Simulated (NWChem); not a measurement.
System meant: SiNH$_{3}$OClF; SMILES [Si@](F)(O)(N)Cl

The following NWChem deck was run.

```
start job
memory heap 200 mb stack 900 mb global 1100 mb
geometry units angstroms noautoz
  N     -1.004685    -1.185671     1.000112
  Si     0.038206    -0.315603    -0.023418
  O      1.612328    -0.606507     0.326737
  F     -0.346886    -0.778771    -1.520055
  Cl    -0.140372     1.724361     0.012203
  H     -0.950606    -1.062828     2.004947
  H     -1.958842    -1.356475     0.701590
  H      1.839236    -1.534452     0.447169
end
basis spherical
  * library def2-svp
end
dft
  xc b3lyp
  iterations 4
  mulliken
end
task dft energy
```

End of the output:

```
    Atom       Charge   Shell Charges
 -----------   ------   -------------------------------------------------------
    1 N    7     7.21   1.97  0.70  0.44  2.27  1.81  0.02
    2 Si  14    13.58   2.00  1.92  0.58  0.25  5.81  1.19  0.90  0.93
    3 O    8     8.20   1.97  0.88  0.59  2.73  2.01  0.01
    4 F    9     9.20   1.98  1.02  0.76  3.23  2.21  0.01
    5 Cl  17    17.05   2.00  1.96  1.05  0.79  5.82  2.28  3.14  0.02
    6 H    1     0.93   0.59  0.21  0.13
    7 H    1     0.92   0.59  0.21  0.13
    8 H    1     0.91   0.55  0.17  0.18

 center of mass
 --------------
 x =  -0.02350831 y =  -0.07910704 z =   0.07376398

 moments of inertia (a.u.)
 ------------------
         757.101234798026           0.000000000000          -0.000000000000
           0.000000000000         467.338653437857          -0.000000000000
          -0.000000000000          -0.000000000000         773.744384922684

     Multipole analysis of the density
     ---------------------------------

     L   x y z        total         alpha         beta         nuclear
     -   - - -        -----         -----         ----         -------
     0   0 0 0     -0.000000    -29.000000    -29.000000     58.000000

     1   1 0 0      0.019760      0.009880      0.009880      0.000000
     1   0 1 0      0.856074      0.428037      0.428037      0.000000
     1   0 0 1     -0.978138     -0.489069     -0.489069     -0.000000

     2   2 0 0    -30.145612    -79.627414    -79.627414    129.109216
     2   1 1 0      1.986031     -0.492937     -0.492937      2.971905
     2   1 0 1      1.461691     -2.808805     -2.808805      7.079302
     2   0 2 0    -30.098815   -149.838936   -149.838936    269.579058
     2   0 1 1     -1.187784      3.859977      3.859977     -8.907738
     2   0 0 2    -28.841356    -76.258116    -76.258116    123.674876

 ------------------------------------------------------------------------
 dft energy failed                                                                                  0
 ------------------------------------------------------------------------
 ------------------------------------------------------------------------
  current input line :
    21: task dft energy
 ------------------------------------------------------------------------
 ------------------------------------------------------------------------
 This type of error is most commonly associated with calculations not reaching convergence criteria
 ------------------------------------------------------------------------
 For more information see the NWChem manual at https://nwchemgit.github.io

0:dft energy failed:Received an Error in Communication
```

Problem. Find the fault in this run and fix the input.

Solution. Convergence was not reached. Cause: the SCF was allowed too few iterations. This input runs:
```
start job
memory heap 200 mb stack 900 mb global 1100 mb
geometry units angstroms noautoz
  N     -1.004685    -1.185671     1.000112
  Si     0.038206    -0.315603    -0.023418
  O      1.612328    -0.606507     0.326737
  F     -0.346886    -0.778771    -1.520055
  Cl    -0.140372     1.724361     0.012203
  H     -0.950606    -1.062828     2.004947
  H     -1.958842    -1.356475     0.701590
  H      1.839236    -1.534452     0.447169
end
basis spherical
  N library def2-svp
  Si library def2-svp
  O library def2-svp
  F library def2-svp
  Cl library def2-svp
  H library def2-svp
end
dft
  xc b3lyp
  iterations 150
  mulliken
end
task dft energy
```
It converges to -981.12621 Ha (B3LYP/def2-SVP).
